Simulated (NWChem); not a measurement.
System: C₂H₅F cation, doublet; SMILES of the neutral closed-shell parent CCF

Here is an NWChem input.

```
start job
memory heap 200 mb stack 900 mb global 1100 mb
charge 1
geometry units angstroms noautoz
  C      0.260934    -1.187419     0.000000
  C     -0.429984     0.096769     0.000000
  F      0.283188     1.212237     0.000000
  H     -0.436761    -2.045014     0.000000
  H      0.993175    -1.266489    -0.857838
  H      0.993175    -1.266489     0.857838
  H     -1.288468     0.210712     0.784392
  H     -1.288468     0.210712    -0.784392
end
basis spherical
  * library def2-svp
end
dft
  odft
  mult 2
  xc xcamb88 1.00 lyp 0.81 vwn_5 0.19 hfexch 1.00
  cam 0.33 cam_alpha 0.19 cam_beta 0.46
  iterations 150
end
tddft
  cis
  nroots 8
end
task tddft energy
```

In the optimisation the excess spin sits in a" (Cs, its own frame). All runs use the structure optimised with PBE-D3(BJ)/def2-SVP, spin-unrestricted. This spin state was assumed; another may lie lower. No stability test was run on the SCF state.

Vertical excitations in the gas phase. Excited states of an open shell can be spin-contaminated.

Question: Give the results of this calculation. (CAM-B3LYP/def2-SVP, spin-unrestricted, TDA.) Quantities: lowest excitation (eV); oscillator strength of that lowest state; lowest state with f > 0.02 (eV); oscillator strength of that bright state; lowest empty minus highest occupied level, either spin (eV).

Answer: 
| Property | Value |
|---|---|
| lowest excitation (eV) | 1.97 |
| oscillator strength of that lowest state | 0.001 |
| lowest state with f > 0.02 (eV) | 3.25 |
| oscillator strength of that bright state | 0.112 |
| lowest empty minus highest occupied level, either spin (eV) | 5.91 |
